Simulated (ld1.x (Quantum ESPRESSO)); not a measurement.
**Ranking PAW potentials for B**

All share these settings but for the change named:

ld1.x (Quantum ESPRESSO) 7.5 input, shortened:

```
&input
   title='B', zed=5., rel=1, dft='PBE', iswitch=3,
   config='[He] 2s2 2p1 3d-2'
 /
 &inputp
   pseudotype=3, lpaw=.true., tm=.true., lloc=-1, rcloc=1.75,
   nlcc=.true., new_core_ps=.true., rcore=1.05,
   which_augfun='PSQ', rmatch_augfun_nc=.true.
 /
5
2S  1  0   2.00   0.00  1.15  1.60  0.0
2S  1  0   0.00   0.15  1.15  1.60  0.0
2P  2  1   1.00   0.00  2.50  3.35  0.0
2P  2  1   0.00   2.20  2.50  3.35  0.0
3D  3  2  -2.00   0.05  2.50  2.65  0.0
 &test
   configts(1)='2s2 2p1'
 /
```

Test errors are all-electron minus pseudo excitation energies from the reference, over 2s2 2p0; 2s1 2p0; 2s2 2p0.5; 2s2 2p1.3; 2s1 2p2; 2s1 2p1; 2s0 2p3. None of these files shows a bound ghost.

The base gives 4.6 meV.

Of 11 variants that were run, those that failed, showed a ghost or another fault, or gave nearly equal values are left out.

The base: Its overlap operator is not positive definite in a basis up to 400 Ry (lowest eigenvalue d -0.16), so the file is unfit for use: the generalised eigenproblem breaks down once the basis is large enough, and its test numbers describe a broken file.

A variant can come out equal or close to the base, since the largest error may sit in a test that the change hardly touches while other tests move.

**Question.** Rank these variants by their largest absolute test error, smallest first.
A. wave 3d channel at 0.05 Ry: rcut 2.50, rcutus 2.65 bohr becomes 3d channel at 0.05 Ry: rc 2.65 bohr; local potential the d channel
B. functional LDA (PZ)
C. added wave 3d channel at 2.2 Ry: rcut 2.50, rcutus 2.65 bohr
D. local potential all-electron potential smoothed inside 2.82 bohr (lloc = -1)

**Answer.** D (2.4 meV), C (4.6 meV), A (6.2 meV), B (7.9 meV).
